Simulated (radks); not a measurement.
The numbers below are computed, except where a source is named.
Charge is removed step by step from the 5d (averaged over the sub-levels emptied) level of the rhenium ion Re3+, starting from [Xe] 4f14 5d4. Code: a radial shooting solver on a logarithmic mesh with Libxc functionals. Model: Dirac Kohn-Sham, PBE, spin-unpolarised, spherical densities, finite nucleus; open shells are shared between the two j in proportion to 2j + 1; Fermi nuclear charge, rms radius 5.3698 fm.

removed (e),E - E(0) (eV),eigenvalue (eV),E minus straight line (eV)
0,0.000,-33.038,0.000
0.25,8.645,-36.131,-1.189
0.5,18.071,-39.291,-1.596
0.75,28.295,-42.516,-1.205
1,39.334,-45.802,0.000

Removing the whole electron costs 39.334 eV by Delta-SCF, against 33.038 eV from minus the eigenvalue at the starting occupation. Slater's transition state (half an electron removed) gives 39.291 eV. Integrating minus the eigenvalue over the occupation (Janak's theorem) gives 39.334 eV. The mean slope of the eigenvalue, de/dn, is 12.8 eV per electron. Ionisation energy of Re3+ in the NIST Atomic Spectra Database: 39 eV (theoretical).

Beside tabulated values, note that spin-unpolarised runs miss the spin-polarisation part of the exchange energy of open shells.
